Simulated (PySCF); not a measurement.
# Two-component Hartree-Fock for Ta (tantalum, neutral)

Start: [Xe] 4f14 5d3 6s2; 5d5/2 filled at m_j = +1/2, +3/2, +5/2. Calculated with PySCF 2.14 in x2c-SVPall-2c with one added diffuse shell each of s, d type (8s9p10d2f, 99 functions): generalised Hartree-Fock with the X2C-1e Hamiltonian and a Gaussian nucleus; one run each with spin-orbit coupling (SO) switched off, then screened by Boettger's factors. This is a chosen level, not necessarily the ground level.

```tsv
spinor shell	electrons	ε, spin-free (eV)	ε, screened SO (eV)	weight of nominal j (screened SO)	rms radius, screened SO (bohr)
1s1/2	2	-67771.5	-67751.4	1.000	0.0212
2s1/2	2	-11783.8	-11777.2	1.000	0.0853
2p1/2	2	-10329.6	-11235.7	1.000	0.0726
2p3/2	4	-10329.6	-9959.2	1.000	0.0799
3s1/2	2	-2760.7	-2758.3	1.000	0.218
3p1/2	2	-2320.5	-2517.8	1.000	0.210
3p3/2	4	-2320.5	-2238.1	1.000	0.225
3d3/2	4	-1801.4	-1836.1	1.000	0.199
3d5/2	6	-1801.4	-1775.8	1.000	0.203
4s1/2	2	-594.60	-593.65	1.000	0.488
4p1/2	2	-447.52	-493.00	1.000	0.497
4p3/2	4	-447.52	-428.03	1.000	0.530
4d3/2	4	-255.55	-262.25	1.000	0.557
4d5/2	6	-255.55	-250.02	1.000	0.569
5s1/2	2	-87.209	-86.763	1.000	1.19
5p1/2	2	-48.366	-54.406	0.972	1.37
5p3/2	4	-48.366	-45.295	0.985	1.41
4f5/2	6	-40.494	-41.006	0.992	0.704
4f7/2	8	-40.494	-39.066	0.995	0.707
5d5/2	3	-8.871	-8.459	0.595	2.41
6s1/2	2	-6.914	-6.975	0.888	3.67
```

```
   quantity     spin-free   screened SO
E (hartree)  -15592.23792  -15609.49558
        M_J           9/2           9/2
       ⟨J²⟩        24.802        24.915
       ⟨L²⟩        12.028        12.809
       ⟨S²⟩         3.774         4.024
```

Each row is a mean over spinors that exchange with the open shell spreads, by up to 5.016 eV (5p3/2).

Rows whose weight is well below 1 are mixtures of j = l ± 1/2: exchange outweighs spin-orbit coupling there, and the label is only the starting occupation.

⟨J²⟩ departs a little from M_J(M_J + 1) because the unrestricted spinors polarise the closed shells.

Breit and QED terms are absent; they matter most for the inner s and p1/2 levels.

Densities and radii are taken from the X2C orbitals without a picture-change correction, which distorts them close to the nucleus.

Without spin-orbit coupling the j labels of p, d and f shells carry no meaning; the spin-free column gives the mean over the occupied spinors of each nl shell.
